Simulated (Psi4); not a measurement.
water (H2O), singlet, geometry from GFN2-xTB; WB97M-V/6-31G** in Psi4.

Here is a job for Psi4.
```
memory 2 GB

molecule {
0 1
  O     0.00956971    0.00206403    0.11338892
  H    -0.05579359    0.76362201   -0.46612807
  H    -0.02076411   -0.78013425   -0.44098332
}

set basis 6-31g**
set scf_type pk
set puream true
set d_convergence 1e-8
set dft_radial_points 99
set dft_spherical_points 590

energy('wb97m-v')
print_variables()
```

The log (banner, timings and long lists left out):

```
   => Loading Basis Set <=

    Name: 6-31G**
    Role: ORBITAL
    Keyword: BASIS

         ---------------------------------------------------------
                                   SCF
               by Justin Turney, Rob Parrish, Andy Simmonett
                          and Daniel G. A. Smith
                              RKS Reference
         ---------------------------------------------------------

  ==> Geometry <==

    Molecular point group: cs
    Full point group: Cs

    Geometry (in Angstrom), charge = 0, multiplicity = 1:

       Center              X                  Y                   Z               Mass
    ------------   -----------------  -----------------  -----------------  -----------------
         O           -0.063675101211     0.001155238628     0.000000000000    15.994914619570
         H            0.519292141749     0.762884884383     0.000000000000     1.007825032230
         H            0.491277922193    -0.781219359738     0.000000000000     1.007825032230

  Running in cs symmetry.

  Rotational constants: A =     29.08172  B =     14.02637  C =      9.46251 [cm^-1]
  Rotational constants: A = 871848.17886  B = 420499.89604  C = 283679.04568 [MHz]
  Nuclear repulsion =    9.169540395829205

  Charge       = 0
  Multiplicity = 1
  Electrons    = 10
  Nalpha       = 5
  Nbeta        = 5

  ==> Algorithm <==

  SCF Algorithm Type is PK.
  DIIS enabled.
  MOM disabled.
  Fractional occupation disabled.
  Guess Type is SAD.
  Energy threshold   = 1.00e-06
  Density threshold  = 1.00e-08
  Integral threshold = 1.00e-12

  ==> Primary Basis <==

  Basis Set: 6-31G**
    Blend: 6-31G**
    Number of shells: 12
    Number of basis functions: 24
    Number of Cartesian functions: 25
    Spherical Harmonics?: true
    Max angular momentum: 2

  ==> DFT Potential <==

   => LibXC <=

    Version 7.1.2
    S. Lehtola, C. Steigemann, M. J. T. Oliveira, and M. A. L. Marques,  SoftwareX 7, 1–5 (2018) (10.1016/j.softx.2017.11.002)

   => Composite Functional: WB97M-V <=

    wB97M-V Hyb-GGA Exchange-Correlation Functional

    N. Mardirossian and M. Head-Gordon,  J. Chem. Phys. 144, 214110 (2016) (10.1063/1.4952647)

    Deriv               =              1
    GGA                 =           TRUE
    Meta                =           TRUE

    Exchange Hybrid     =           TRUE
    MP2 Hybrid          =          FALSE

   => Exchange-Correlation Functionals <=

    1.0000   wB97M-V exchange-correlation functional

   => Exact (HF) Exchange <=

    0.8500            HF,LR [omega = 0.3000]
    0.1500               HF

   => LibXC Density Thresholds  <==

    XC_HYB_MGGA_XC_WB97M_V:  1.00E-13

   => VV10 Non-Local Parameters <=

    VV10 B              =     6.0000E+00
    VV10 C              =     1.0000E-02

   => Molecular Quadrature <=

    Radial Scheme          =       TREUTLER
    Pruning Scheme         =           NONE
    Nuclear Scheme         =       TREUTLER

    Blocking Scheme        =         OCTREE
    BS radius alpha        =              1
    Pruning alpha          =              1
    Radial Points          =             99
    Spherical Points       =            590
    Total Points           =         169260
    Total Blocks           =           1325
    Max Points             =            256
    Max Functions          =             24
    Weights Tolerance      =       1.00E-15

  ==> Integral Setup <==

  Using in-core PK algorithm.
   Calculation information:
      Number of atoms:                   3
      Number of AO shells:              12
      Number of primitives:             25
      Number of atomic orbitals:        25
      Number of basis functions:        24

      Integral cutoff                 1.00e-12
      Number of threads:                 1

  Performing in-core PK
  Using 135450 doubles for integral storage.
  We computed 3081 shell quartets total.
  Whereas there are 3081 unique shell quartets.

  Computing range-separated integrals for PK
  We computed 3081 wK shell quartets total.
  Whereas there are 3081 wK unique shell quartets.

  ==> DiskJK: Disk-Based J/K Matrices <==

    J tasked:                  Yes
    K tasked:                  Yes
    wK tasked:                 Yes
    Omega:               3.000E-01
    Schwarz Cutoff:          1E-12

  Minimum eigenvalue in the overlap matrix is 4.3939024431E-02.
  Reciprocal condition number of the overlap matrix is 1.2370146745E-02.
    Using symmetric orthogonalization.

  ==> Pre-Iterations <==

  SCF Guess: Superposition of Atomic Densities via on-the-fly atomic UHF (no occupation information).

   -------------------------
    Irrep   Nso     Nmo
   -------------------------
     A'        18      18
     A"         6       6
   -------------------------
    Total      24      24
   -------------------------

  ==> Iterations <==

                        Total Energy        Delta E     RMS |[F,P]|

   @RKS iter SAD:   -75.98332460284972   -7.59833e+01   0.00000e+00
   @RKS iter   1:   -76.28167006023402   -2.98345e-01   2.74487e-02 DIIS/ADIIS
   @RKS iter   2:   -76.30047504433008   -1.88050e-02   2.63165e-02 DIIS/ADIIS
   @RKS iter   3:   -76.38648329201052   -8.60082e-02   9.01569e-04 DIIS/ADIIS
   @RKS iter   4:   -76.38666787900263   -1.84587e-04   2.30315e-04 DIIS/ADIIS
   @RKS iter   5:   -76.38668067860918   -1.27996e-05   3.49112e-05 DIIS
   @RKS iter   6:   -76.38668119165939   -5.13050e-07   5.93134e-06 DIIS
   @RKS iter   7:   -76.38668121957238   -2.79130e-08   9.21427e-07 DIIS
   @RKS iter   8:   -76.38668122013726   -5.64881e-10   7.13501e-08 DIIS
   @RKS iter   9:   -76.38668122013894   -1.67688e-12   6.27509e-09 DIIS
  Energy and wave function converged.

  ==> Post-Iterations <==

   Electrons on quadrature grid:
      Ntotal   =   10.0000000142 ; deviation = 1.421e-08

    Orbital Energies [Eh]
    ---------------------

    Doubly Occupied:

       1Ap   -19.332803     2Ap    -1.118960     3Ap    -0.624790
       4Ap    -0.469287     1App   -0.397068

    Virtual:

       5Ap     0.159400     6Ap     0.244701     7Ap     0.874104
       8Ap     0.910989     2App    1.015031     9Ap     1.038350
      10Ap     1.129141    11Ap     1.430739     3App    1.631442
      12Ap     1.682479     4App    1.766013    13Ap     2.353090
      14Ap     2.369371    15Ap     2.576598     5App    2.755251
       6App    2.776923    16Ap     3.146463    17Ap     3.470484
      18Ap     3.629412

    Final Occupation by Irrep:
             Ap   App
    DOCC [     4,    1 ]
    NA   [     4,    1 ]
    NB   [     4,    1 ]

  @RKS Final Energy:   -76.38668122013894

   => Energetics <=

    Nuclear Repulsion Energy =              9.1695403958292054
    One-Electron Energy =                -123.0742752568010303
    Two-Electron Energy =                  44.1477214855993054
    DFT Exchange-Correlation Energy =      -6.6723267428673525
    Empirical Dispersion Energy =           0.0000000000000000
    VV10 Nonlocal Energy =                  0.0426588981009409
    Total Energy =                        -76.3866812201389394

Computation Completed

Properties will be evaluated at   0.000000,   0.000000,   0.000000 [a0]

Properties computed using the SCF density matrix

 Multipole Moments:

 ------------------------------------------------------------------------------------
     Multipole            Electronic (a.u.)      Nuclear  (a.u.)        Total (a.u.)
 ------------------------------------------------------------------------------------

 L = 1.  Multiply by 2.5417464519 to convert [e a0] to [Debye]
 Dipole X            :         -0.1650842            0.9470726            0.7819884
 Dipole Y            :          0.0029951           -0.0171825           -0.0141874
 Dipole Z            :          0.0000000            0.0000000            0.0000000
 Magnitude           :                                                    0.7821171

 ------------------------------------------------------------------------------------

  Variable Map:
  ----------------------------------------------------------------------------
  "CURRENT ENERGY"              =>     -76.386681220139
  "CURRENT REFERENCE ENERGY"    =>     -76.386681220139
  "DD SOLVATION ENERGY"         =>       0.000000000000
  "DFT FUNCTIONAL TOTAL ENERGY" =>     -76.386681220139
  "DFT TOTAL ENERGY"            =>     -76.386681220139
  "DFT VV10 ENERGY"             =>       0.042658898101
  "DFT XC ENERGY"               =>      -6.672326742867
  "GRID ELECTRONS ALPHA"        =>       5.000000007103
  "GRID ELECTRONS BETA"         =>       5.000000007103
  "GRID ELECTRONS TOTAL"        =>      10.000000014207
  "NUCLEAR REPULSION ENERGY"    =>       9.169540395829
  "ONE-ELECTRON ENERGY"         =>    -123.074275256801
  "PCM POLARIZATION ENERGY"     =>       0.000000000000
  "PE ENERGY"                   =>       0.000000000000
  "SCF ITERATION ENERGY"        =>     -76.386681220139
  "SCF ITERATIONS"              =>       9.000000000000
  "SCF TOTAL ENERGY"            =>     -76.386681220139
  "TWO-ELECTRON ENERGY"         =>      44.147721485599
  "XC GRID RADIAL POINTS"       =>      99.000000000000
  "XC GRID SPHERICAL POINTS"    =>     590.000000000000
  "XC GRID TOTAL POINTS"        =>  169260.000000000000

  Array Variable Map:
  ----------------------------------------------------------------------------
  "CURRENT DIPOLE"              =>       0.781988432529 ... 0.000000000000 1 by 3
  "SCF DIPOLE"                  =>       0.781988432529 ... 0.000000000000 1 by 3
  "SCF TOTAL ENERGIES"          =>     -75.983324602850 ... -76.386681220139 1 by 10
```
